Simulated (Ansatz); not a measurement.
Reaction (substitution at a C–Ga bond): `C=[C](N)[GaH][CH3]` + HCl → `C=C(N)Cl` + `[CH3][GaH2]`

Calculated with Ansatz (gas phase, PBE0-D4/def2-TZVP geometries, no zero-point term in ΔE). CCSD(T)/CBS adds triple-zeta CCSD(T) − MP2 to the extrapolated MP2 energy (def2 sets, frozen cores). This one scheme is used for every species. DFT in def2-TZVPP. B3LYP here is the variant with VWN-RPA as its local correlation; programs differ in this. For Ga outer-core shells are correlated without core-valence functions, which leaves a few kJ/mol of doubt a bond. Scalar relativity is left out up to krypton. One conformer a species, not always the lowest.

Problem. Is it downhill or uphill in electronic energy at CCSD(T)/CBS, and by how much? (Estimate.)

Solution. Ansatz gave: Uphill: ΔE = +14.3 kcal/mol.

Problem. What do these levels give: PBE0-D4, B3LYP-D4, ωB97M-V, B2PLYP, r2SCAN, PBE0, B3LYP, MP2/def2-TZVPP, SCS-MP2/def2-TZVPP, CCSD(T)/def2-TZVPP, MP2/def2-QZVPP, CCSD/CBS(def2)? (An estimate is asked.)

Solution. The calculation gave: PBE0-D4 11.6, B3LYP-D4 12.2, ωB97M-V 11.7, B2PLYP 12.1, r2SCAN 10.9, PBE0 10.7, B3LYP 10.8, MP2/def2-TZVPP 14.0, SCS-MP2/def2-TZVPP 13.1, CCSD(T)/def2-TZVPP 14.1, MP2/def2-QZVPP 14.1, CCSD/CBS(def2) 14.1 kcal/mol.

Largest T1 diagnostic among the species: 0.012.

In def2-TZVPP, CCSD(T) changes the Hartree–Fock value by +3.5 kcal/mol (the triples alone add +0.2 kcal/mol) and MP2 by +3.4 kcal/mol. The D4 term adds +1.3 kcal/mol with B3LYP and +0.8 kcal/mol with PBE0; it sums over pairs of atoms, weighted by their polarisabilities, and B3LYP, whose exchange is more repulsive, gets the larger term.
